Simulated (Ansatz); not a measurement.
```xyz
15

C    -0.8780    1.0185   -1.5675
Sn   -0.1426    0.0274    0.1826
C     0.2990   -2.0337   -0.1949
C     1.4390    1.0736    1.1519
O    -1.5728    0.0928    1.5549
H    -0.0993    1.0741   -2.3301
H    -1.7300    0.4757   -1.9792
H    -1.1944    2.0300   -1.3110
H    -0.5711   -2.5345   -0.6217
H     1.1307   -2.1235   -0.8958
H     0.5685   -2.5286    0.7386
H     2.3218    1.1238    0.5132
H     1.6996    0.5618    2.0786
H     1.1138    2.0869    1.3888
H    -2.3844   -0.3445    1.2914
```

Charge 0, multiplicity 1. Sn: def2 effective core potential.

Question: List the PBE/def2-TZVPP orbital energies in eV (Ansatz 0.2.0). (Estimate.)

Answer: Computed: Occupied: -509.21, -268.67, -268.67, -268.65, -132.55, -88.53, -88.46, -88.45, -25.44, -25.00, -24.98, -24.90, -24.90, -22.92, -17.20, -16.68, -16.67, -11.84, -10.13, -9.89, -9.83, -9.69, -9.66, -9.54, -9.51, -7.22, -7.17, -6.63, -6.02. Lowest empty: -0.57, -0.08, 0.55, 0.61, 1.26, 1.59, 1.83, 2.02.
